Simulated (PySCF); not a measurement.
**Electronic absorption of C4H6F2OSi**

Species: C₄H₆F₂OSi.
SMILES: `C(/C=C(/[SiH3])C=O)(F)F`

Level of theory: PySCF, TDDFT CAM-B3LYP/def2-SVPD, vertical, gas phase, core orbitals frozen in the response. Geometry: GFN2-xTB, one conformer, isolated molecule. Torsions of this conformer, `[O:1]=[CH:2]/[C:3]([SiH3:4])=[CH:5]\[CH:6]([F:7])[F:8]`: O1–C2–C3–Si4 0°, C3–C5–C6–F7 -59°.

Problem. List the vertical singlet excitations with oscillator strengths and describe the spectrum.

Solution. 

| state | E (eV) | E (hartree) | f | \|μ\| (D) | symmetry | main configurations (H = HOMO, L = LUMO) |
| --- | --- | --- | --- | --- | --- | --- |
| S1 | 3.59 | 0.1318 | 0.0005 | 0.19 | – | H→L (91%) |
| S2 | 5.50 | 0.2022 | 0.0008 | 0.19 | – | H-2→L (88%) |
| S3 | 6.00 | 0.2206 | 0.358 | 3.97 | A′ | H-1→L (97%) |
| S4 | 6.81 | 0.2502 | 0.0000 | 0.01 | – | H→L+2 (79%) |
| S5 | 6.90 | 0.2535 | 0.0002 | 0.10 | – | H-3→L (92%) |
| S6 | 7.24 | 0.2661 | 0.024 | 0.94 | A′ | H-4→L (98%) |
| S7 | 7.60 | 0.2791 | 0.0002 | 0.09 | – | H-5→L (88%) |
| S8 | 7.73 | 0.2842 | 0.0025 | 0.29 | A′ | H→L+1 (73%), H→L+5 (9%), H→L+4 (8%) |

Triplets, Tamm–Dancoff:

| state | E (eV) | λ (nm) | main configurations (H = HOMO, L = LUMO) |
| --- | --- | --- | --- |
| T1 | 3.07 | 403.7 | H→L (87%), H→L+2 (8%) |
| T2 | 3.48 | 356.4 | H-1→L (91%) |
| T3 | 5.11 | 242.5 | H-2→L (83%) |

The lowest singlet lies at 3.59 eV (346 nm, ultraviolet) and is dark (f under 0.0005); its leading configuration is HOMO→LUMO (91%). The strongest level in the table is S3 at 6.00 eV (206 nm, f = 0.358). Löwdin shares by element: HOMO oxygen 53%, carbon 26% or more, hydrogen 8% or more; LUMO carbon 62% or more, oxygen 20% (atoms not listed hold the other 18%). Of the 8 states listed, 2 reach f = 0.01 and 4 stay under 0.0005. The oscillator strengths of these states sum to 0.387; summed over the whole spectrum of an exact calculation they would give the number of electrons, 70 (Thomas–Reiche–Kuhn). The listed states span 4.15 eV, and the widest gap between neighbours is 1.92 eV (S1 to S2). No computed singlet lies in the visible range (380 to 750 nm); the lowest, at 346 nm, stands 0.32 eV above its violet end (3.26 eV); a Tamm–Dancoff triplet lies at 404 nm, without intensity as long as spin–orbit coupling is left out. Symmetry labels in Cs follow from the direction of the transition dipole and are given only for states with f of 0.002 or more. Only the lowest 8 singlets were computed, as vertical energies without vibronic structure.
